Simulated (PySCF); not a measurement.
## How the method changes the constants of InC

State: ⁴Σ⁻ (quartet), unpaired electrons σ ↑, π ↑↑. Set-up: In def2-SVPD with ECP28, C def2-SVPD; scalar-relativistic core potentials (PySCF 2.14). De refers to In + C in their high-spin ground configurations, without counterpoise correction. The functionals are run spin-unrestricted. A positive dipole means In(−)C(+).

```csv
Level,Re (Å),ωe (cm⁻¹),De (eV),μ (D),"CPU s a point (SCF and correlation, without the integrals)"
UHF,2.255,473,2.01,-2.62,0.11
UHF-MP2,2.245,474,2.70,n/a,0.17
UHF-SCS-MP2,2.249,471,2.43,n/a,n/a
UHF-CCSD,2.245,467,2.56,n/a,n/a
UHF-CCSD(T),2.246,465,2.65,n/a,3.9
PBE,2.235,447,3.20,-2.72,0.4
BP86,2.237,445,3.12,-2.71,0.25
r²SCAN,2.221,469,3.09,-2.60,0.48
TPSSh,2.233,460,3.00,-2.73,0.57
PBE0,2.223,468,2.97,-2.80,0.69
ωB97X,2.223,477,2.90,-2.84,0.5
B2PLYP,2.237,462,2.71,-2.92,0.37
```

**Question.** Which functional lies closest to UHF-CCSD(T) in De, which farthest, and by how much do they differ from it?

**Answer.** Closest is B2PLYP (-0.9 pm in Re, -0.6 % in ωe, +0.06 eV in De against UHF-CCSD(T) in the same basis), farthest PBE (-1.1 pm in Re, -3.9 % in ωe, +0.55 eV in De). CCSD(T) converges more slowly with the basis than the functionals do and binds too weakly in this one, so the order can change at the basis-set limit.

**Question.** What does a quarter of exact exchange do here, going from PBE to PBE0?

**Answer.** PBE0 less PBE: -1.2 pm in Re, +4.7 % in ωe, -0.23 eV in De. Exact exchange removes part of the self-interaction that spreads semilocal densities, and in most molecules shortens and stiffens the bond and lowers De; so it does here.

**Question.** What does the step from GGA to meta-GGA do here, going from PBE to r²SCAN?

**Answer.** r²SCAN less PBE: -1.4 pm in Re, +4.9 % in ωe, -0.11 eV in De. 

Correlated steps freeze 5 core orbitals. Correlated levels converge slowly with the basis: in double zeta they bind strong bonds too weakly, by up to about 1 eV, and carry superposition errors of some tenths. Spin–orbit coupling is left out, which matters for elements this heavy, above all for dissociation energies. B2PLYP dipoles, levels and charges come from its SCF part alone. The state was picked by a PBE0 search and need not be the measured ground state.

The whole job (state search and all levels along the bond) took about 1.6 min on 1 thread of Intel Xeon 6975P-C (shared host), peak memory 0.65 GiB.
